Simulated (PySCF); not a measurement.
Geometry:
```
atom   x (Å)   y (Å)   z (Å)
  C1   2.948   0.474   1.186
  C2   2.276   0.061   0.285
  C3   1.481  -0.478  -0.798
  C4   0.068  -0.909  -0.371
  N5  -0.875   0.195  -0.440
  C6  -0.686   1.146   0.636
  C7  -2.245  -0.271  -0.481
  H8   3.534   0.855   1.968
  H9   2.010  -1.347  -1.201
 H10   1.389   0.270  -1.590
 H11  -0.277  -1.673  -1.073
 H12   0.104  -1.362   0.636
 H13  -0.886   0.705   1.626
 H14  -1.363   1.987   0.488
 H15   0.338   1.512   0.623
 H16  -2.379  -0.931  -1.337
 H17  -2.541  -0.814   0.431
 H18  -2.905   0.587  -0.599
```

Geometry: GFN2-xTB; GIAO absolute shieldings from PySCF 2.14, gas phase, non-relativistic, averaged over equivalent atoms.

At wB97X/cc-pVDZ (153 basis functions, 35 s wall time on 1 thread of an Intel Xeon, shared host):
```json
{"atoms": "C2", "σ (ppm)": "116.6"}
{"atoms": "C1", "σ (ppm)": "130.0"}
{"atoms": "C4", "σ (ppm)": "142.7"}
{"atoms": "C6/C7", "σ (ppm)": "155.5"}
{"atoms": "C3", "σ (ppm)": "179.6"}
{"atoms": "N5", "σ (ppm)": "232.5"}
{"atoms": "H11/H12", "σ (ppm)": "29.53"}
{"atoms": "H9/H10", "σ (ppm)": "29.54"}
{"atoms": "H13/H14/H15/H16/H17/H18", "σ (ppm)": "29.54"}
{"atoms": "H8", "σ (ppm)": "30.49"}
```

What do these become at PBE0/pcSseg-1?

## Answers


```json
{"atoms": "C2", "σ at PBE0/pcSseg-1": "95.2", "change": "-21.4"}
{"atoms": "C1", "σ at PBE0/pcSseg-1": "110.5", "change": "-19.5"}
{"atoms": "C4", "σ at PBE0/pcSseg-1": "125.7", "change": "-17.0"}
{"atoms": "C6/C7", "σ at PBE0/pcSseg-1": "138.9", "change": "-16.6"}
{"atoms": "C3", "σ at PBE0/pcSseg-1": "163.6", "change": "-16.0"}
{"atoms": "N5", "σ at PBE0/pcSseg-1": "215.2", "change": "-17.3"}
{"atoms": "H11/H12", "σ at PBE0/pcSseg-1": "29.40", "change": "-0.13"}
{"atoms": "H9/H10", "σ at PBE0/pcSseg-1": "29.18", "change": "-0.36"}
{"atoms": "H13/H14/H15/H16/H17/H18", "σ at PBE0/pcSseg-1": "29.34", "change": "-0.20"}
{"atoms": "H8", "σ at PBE0/pcSseg-1": "30.23", "change": "-0.26"}
```

The largest change is at C2 (alkyne carbon). Cost: 174 basis functions, 46 s wall time on 1 thread of an Intel Xeon, shared host. The order of the carbon signals is the same at both levels.
